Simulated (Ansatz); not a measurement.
System: sum formula SiOF, net charge 0, doublet state. It need not be the lowest isomer of its formula. 
Geometry from a B3LYP-D3(BJ)/def2-TZVP (Ansatz, an electronic-structure program) optimisation:
```
Si
O 1 1.5267
F 1 1.5949 2 126.23
```
Charge 0, spin multiplicity 2.

Quantity: vertical electron affinity (to the singlet state of charge -1; a negative value means that the extra electron is unbound and the number depends on the basis; each state is the SCF solution reached for its spin; for the singlet the Hartree-Fock reference is unstable and T1 is 0.019), in eV. Valence correlation only, unless marked. Open shells are spin-unrestricted. Spin-orbit coupling is left out. No relativistic terms. Anions need diffuse functions: aug- sets have them; def2-D sets add few. CBS marks a two-point X^-3 extrapolation of the correlation energy; Hartree-Fock from the larger set. [CCSD(T)-MP2]/basis is that difference in the basis named.

```
level                                                                      program  vertical electron affinity (eV)
-------------------------------------------------------------------------  -------  -------------------------------
SVWN5/def2-TZVPD                                                            Ansatz                             2.70
B3LYP/def2-TZVPD                                                            Ansatz                       (withheld)
PBE0/def2-TZVPD                                                             Ansatz                             2.51
CAM-B3LYP/def2-TZVPD                                                        Ansatz                       (withheld)
RI-MP2/CBS(aug-cc-pV(T+d)Z,aug-cc-pV(Q+d)Z)+[CCSD(T)-MP2]/aug-cc-pV(T+d)Z   Ansatz                             2.72
```

Q: Complete the blanks.

A: 
- B3LYP/def2-TZVPD, vertical electron affinity (eV): 2.63
- CAM-B3LYP/def2-TZVPD, vertical electron affinity (eV): 2.69
